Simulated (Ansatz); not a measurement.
Cost and result for the atomization energy of CH5FO2Si2, SMILES `O=C([SiH3])O[SiH2]F` (11 atoms, 10 bonds).

Z-matrix (Å, degrees):
```
Si
C 1 1.922
H 1 1.483 2 108.0
H 1 1.479 2 107.8 3 -120.5
H 1 1.483 2 107.9 3 119.0
O 2 1.343 1 113.9 3 -59.1
O 2 1.207 1 125.5 3 121.0
Si 6 1.688 2 114.8 1 -180.0
F 8 1.590 6 102.6 2 -180.0
H 8 1.473 6 110.9 2 -64.8
H 8 1.473 6 110.9 2 64.9
```

Total charge 0; spin multiplicity 1. The structure was optimised at the PBE0-D4/def2-TZVP level. It is one conformer, not always the lowest. Program: Ansatz. All runs use 4 threads of an AMD EPYC 7B13 on a shared host. Times are those of one run each, without the atoms' runs, and a repeat can differ threefold. Electronic energies, without spin–orbit coupling; frozen cores. CCSD(T)/CBS adds CCSD(T) − MP2 in def2-TZVPP to the MP2 limit, and its time is that of the two runs behind it. T1 = 0.015. B3LYP takes the VWN-RPA correlation (the form of Gaussian; ORCA's B3LYP/G).

CCSD(T)/CBS is a level of theory with its own doubt, some kJ/mol a heavy atom from the limit and from the frozen cores, so smaller differences don't rank the functionals.

```json
{"level": "PBE-D4/def2-TZVPP (with forces)", "functions": "278", "wall time": "2.4 s", "atomization (kJ/mol)": "4234.3", "difference from CCSD(T)/CBS": "48.9", "per bond": "4.9"}
{"level": "PBE0-D4/def2-TZVPP", "functions": "278", "wall time": "3.1 s", "atomization (kJ/mol)": "4130.5", "difference from CCSD(T)/CBS": "-54.9", "per bond": "-5.5"}
{"level": "r2SCAN-D4/def2-TZVPP (with forces)", "functions": "278", "wall time": "4.5 s", "atomization (kJ/mol)": "4185.1", "difference from CCSD(T)/CBS": "-0.3", "per bond": "0.0"}
{"level": "B3LYP-D4/def2-TZVPP (with forces)", "functions": "278", "wall time": "4.9 s", "atomization (kJ/mol)": "4158.0", "difference from CCSD(T)/CBS": "-27.4", "per bond": "-2.7"}
{"level": "B2PLYP/def2-TZVPP", "functions": "278", "wall time": "6 s", "atomization (kJ/mol)": "4127.7", "difference from CCSD(T)/CBS": "-57.7", "per bond": "-5.8"}
{"level": "ωB97X-V/def2-TZVPP", "functions": "278", "wall time": "7 s", "atomization (kJ/mol)": "4197.8", "difference from CCSD(T)/CBS": "12.4", "per bond": "1.2"}
{"level": "ωB97M-V/def2-TZVPP (with forces)", "functions": "278", "wall time": "10 s", "atomization (kJ/mol)": "4185.6", "difference from CCSD(T)/CBS": "0.2", "per bond": "0.0"}
{"level": "MP2/def2-QZVPP", "functions": "518", "wall time": "23 s", "atomization (kJ/mol)": "4242.0", "difference from CCSD(T)/CBS": "56.6", "per bond": "5.7"}
{"level": "CCSD(T)/def2-TZVPP", "functions": "278", "wall time": "3.6 min", "atomization (kJ/mol)": "4060.9", "difference from CCSD(T)/CBS": "-124.5", "per bond": "-12.5"}
{"level": "CCSD(T)/CBS(def2)", "functions": "–", "wall time": "4 min", "atomization (kJ/mol)": "4185.4", "difference from CCSD(T)/CBS": "0.0", "per bond": "0.0"}
```

From PBE to PBE0 (25 % exact exchange), in def2-TZVPP and without D4, the atomization energy moves by −100.2 kJ/mol: exact exchange takes away binding that semilocal exchange gives to molecules. The D4 term adds +39.1 kJ/mol with B3LYP and +20.5 kJ/mol with PBE0; it sums over pairs of atoms, weighted by their polarisabilities, and B3LYP, whose exchange is more repulsive, gets the larger term. In def2-TZVPP, CCSD(T) changes the Hartree–Fock value by +1068.3 kJ/mol (the triples alone add +71.2 kJ/mol) and MP2 by +1174.0 kJ/mol; breaking electron pairs costs correlation energy, which Hartree–Fock lacks.
